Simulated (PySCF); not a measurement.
**How methods differ on the ionisation energy of Tm⁶²⁺**

Tm⁶²⁺ [He] 2s2 2p3 (4S) → Tm⁶³⁺ [He] 2s2 2p2 (3P), as a difference of total energies. Computed with PySCF 2.14 in an uncontracted even-tempered set (19 s from 40 bohr⁻², ratio 2.2; 13 p from 52 bohr⁻², ratio 2.2; 5 d from 200 bohr⁻², ratio 2.4; 5 f from 290 bohr⁻², ratio 2.4; 4 g from 440 bohr⁻², ratio 2.4), with scalar relativity by spin-free X2C-1e. Correlated levels: nothing frozen; virtual orbitals above 40 to 60 times the deepest correlated orbital energy dropped. The calculations carry no spin-orbit coupling.

```tsv
method	ionisation energy (eV)
UHF	14686.1
LDA	14678.1
PBE	14680.3
r2SCAN	14686.6
BP86	14681.8
MP2 (all electrons)	14686.2
SCS-MP2 (all electrons)	14685.7
```

Q: Estimate what revPBE gives.

A: 14679.9 eV, closest to PBE among the rows shown.

Q: Estimate what PBE0 gives.

A: 14682.0 eV, closest to BP86 among the rows shown.

Spin-orbit coupling is strong in these open shells (close to jj coupling). The scalar numbers leave it out and a first-order estimate fails, so it can dominate the gap to the real levels.

For this ion Breit and QED terms and the two-electron picture change, all absent here, outweigh the differences among the correlated methods.

For comparison: 14300 ± 15 eV (theoretical estimate listed by NIST; NIST Atomic Spectra Database, ionization energies).
